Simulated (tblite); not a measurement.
C₉H₉FO₂.
Geometry (GFN2-xTB, Å), atoms numbered from 1 in this order:
```
atom  x, y, z in Å
C1    -2.3710    1.1343    0.9482
O2    -2.0901   -0.2431    0.7554
C3    -1.2500   -0.5579   -0.2907
F4    -1.8949   -0.2104   -1.4864
C5    -0.9788   -2.0775   -0.2669
O6     0.4101   -2.2711   -0.0599
C7     1.0243   -1.0633   -0.0994
C8     2.3904   -0.8615   -0.0064
C9     2.8575    0.4397   -0.0979
C10    1.9914    1.5055   -0.2891
C11    0.6220    1.2995   -0.3768
C12    0.1459    0.0083   -0.2625
H13   -2.6979    1.6003    0.0159
H14   -3.1792    1.1655    1.6751
H15   -1.4974    1.6595    1.3444
H16   -1.2696   -2.5283   -1.2204
H17   -1.5365   -2.5422    0.5489
H18    3.0585   -1.6969    0.1232
H19    3.9194    0.6225   -0.0311
H20    2.3849    2.5067   -0.3734
H21   -0.0481    2.1271   -0.5507
```

All values are computed: GFN2-xTB (tblite) harmonic vibrations without scaling, gas phase. Against measured fundamentals such values can be off by several per cent, at times by over 20. One conformer, not necessarily the lowest.

Harmonic wavenumbers (cm⁻¹): 63.6, 112.0, 121.8, 198.6, 212.3, 231.9, 281.7, 338.0, 356.7, 391.6, 458.0, 488.4, 542.1, 563.2, 587.1, 665.0, 703.6, 731.6, 783.2, 832.3, 847.8, 875.3, 911.2, 925.4, 985.2, 1041.4, 1047.6, 1062.5, 1070.3, 1093.2, 1129.3, 1138.8, 1162.9, 1166.1, 1180.5, 1198.9, 1254.0, 1264.5, 1305.1, 1342.0, 1394.0, 1440.4, 1452.8, 1459.5, 1464.8, 1475.5, 1596.5, 1606.0, 2947.6, 2957.0, 2969.9, 2986.3, 3034.0, 3087.6, 3094.6, 3104.2, 3116.9.

A = 1584, B = 849.0, C = 651.5 MHz; mass 168.059 u (most abundant isotopes); point group C1, symmetry number 1.

Problem. What is the zero-point energy?

Solution. ½Σν̃ = 34926 cm⁻¹ = 417.81 kJ/mol.

Problem. Give the ideal-gas entropy at 298.15 K and 1 bar in the rigid-rotor, harmonic-oscillator model (classical rotation).

Solution. Translation 172.76, rotation 126.71, vibration 114.86: S = 414.3 J/(mol K).

Problem. And Cp and H(298.15 K) − H(0)?

Solution. Cp = 175.67 J/(mol K), of which vibrations give 142.41 (their classical limit is 57 R = 473.9); H(298.15 K) − H(0) = 29.51 kJ/mol without the zero-point energy, 19.59 from vibrations.

Problem. Which modes carry the vibrational entropy at 298.15 K?

Solution. 63.6 cm⁻¹: 18.17; 112.0 cm⁻¹: 13.53; 121.8 cm⁻¹: 12.85; 198.6 cm⁻¹: 8.98; 212.3 cm⁻¹: 8.47; 231.9 cm⁻¹: 7.80 J/(mol K); the other 51 give 45.06 together.

Problem. How do the functions run with temperature in this model?

Solution. 
```
T (K)  S (J/(mol K))  Cp (J/(mol K))  H − H(0) (kJ/mol)  G − H(0) (kJ/mol)  ln q(vib)
  100          289.1            73.9               5.00             -23.91       1.11
  200          355.4           123.4              14.85             -56.23       3.39
  300          415.4           176.7              29.83             -94.80       5.96
  500          529.2           271.6              75.18            -189.41      11.47
  800          677.7           358.0             170.98            -371.16      19.83
 1000          761.5           392.9             246.28            -515.27      25.11
```

q(vib) and H(0) count from the zero-point level.

Problem. Blend soft modes into free rotors: weight 1/[1 + (100 cm⁻¹/ν̃)⁴] for the oscillator and the rest for a rotor with moment μB/(μ + B), μ = h/(8π²ν), B = 10⁻⁴⁴ kg m². What vibrational entropy results?

Solution. 109.91 J/(mol K) in place of 114.86, which changes −T·S at 298.15 K by +1.48 kJ/mol.

Hindered rotation and anharmonicity are outside this model. Other conformers, if any are populated, would add a mixing term that is left out. The structure is chiral; the term R ln 2 for an equal mix with its mirror image is left out.
